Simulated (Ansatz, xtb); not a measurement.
## Relaxing a trial structure of Cl2H3Si2+

The starting geometry of this gas-phase singlet has its atoms placed at random.

```
atom    x (Å)    y (Å)    z (Å)
  Cl  -0.3450   0.2708   1.2443
  Cl   2.2530   0.3176  -0.4648
  Si  -0.5956  -1.8535  -0.4580
  Si   0.5222   0.6105  -1.3344
   H   1.0875  -1.5637  -0.9978
   H   1.9146  -0.3318   0.7301
   H  -1.7511  -1.0390   0.1082
```

Q: One run relaxed it with r2SCAN-D4/def2-SVP. What is a likely outcome?

A: It loosens into ClH2Si2 + ClH, which stay close as a complex (formulas without charges). Distances that change by over a tenth: Si3–Si4 (2.84 → 2.54 Å), Si4–H7 (3.16 → 1.81 Å). Contacts that open: Cl2–Si4 (1.96 → 2.87 Å). Contacts that close: Cl1–Si3 (2.73 → 2.30 Å), Cl1–Si4 (2.74 → 2.27 Å), Si3–H5 (1.79 → 1.67 Å), Si4–H5 (2.27 → 1.73 Å).

The energy falls by 5.16 eV over 39 steps:

| step | E − E(last) (eV) |
| --- | --- |
| 1 | 5.157 |
| 5 | 0.457 |
| 9 | 0.066 |
| 14 | 0.046 |
| 18 | 0.024 |
| 22 | 0.014 |
| 26 | 0.006 |
| 31 | 0.003 |
| 35 | 0.001 |
| 39 | 0.000 |

Final geometry (Å):

```xyz
7

Cl   -0.5910   -0.6405    1.4457
Cl    2.6459   -0.0127    0.4575
Si   -1.0560   -2.0382   -0.3213
Si   -0.0255    0.2763   -0.5479
H     0.3675   -1.3732   -0.8980
H     3.2678    0.8253   -0.3109
H    -1.5231   -0.6261   -0.9976
```

From the same start GFN2-xTB ends elsewhere, in pieces: Cl2HSi + H2Si.

From so rough a start the end depends on the optimiser's path, so another program may land elsewhere. No frequencies were run, so the end isn't proven a minimum. Run with Ansatz 0.2.0, 93 s on 1 thread of Intel(R) Xeon(R) 6975P-C (Granite Rapids), on a shared host.
